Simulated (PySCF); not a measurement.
Chain-length series, n-germane H/H (end groups after the name). All species are isolated molecules in the gas phase. One relaxed conformer stands for each flexible species; it need not be the lowest. Strings in code marks are SMILES.

The brightest of the four lowest singlets (TDA) from two functionals at the same geometries (PBE0-D3(BJ)/def2-SVP), both in PySCF: PBE-D3(BJ)/def2-TZVP and PBE0-D3(BJ)/def2-TZVP. Excitations are Tamm–Dancoff values on a coarser integration grid. The basis has no diffuse functions, so Rydberg states are missing or too high.

| species | PBE-D3(BJ)/def2-TZVP (eV) |
|---|---|
| n = 2 (`[GeH3][GeH3]`) | 7.39 |
| n = 3 (`[GeH3][GeH2][GeH3]`) | 6.54 |
| n = 6 (`[GeH3][GeH2][GeH2][GeH2][GeH2][GeH3]`) | 5.24 |

Q: What does PBE0-D3(BJ)/def2-TZVP give for each?

A: 
- n = 2 (`[GeH3][GeH3]`): 7.88
- n = 3 (`[GeH3][GeH2][GeH3]`): 6.99
- n = 6 (`[GeH3][GeH2][GeH2][GeH2][GeH2][GeH3]`): 5.69
Over these rows, drawn at random from the members with no instability flagged (it was tested for open shells, ions and some series alone), PBE minus PBE0-D3(BJ): mean -0.47 eV, from -0.49 eV to -0.45 eV.
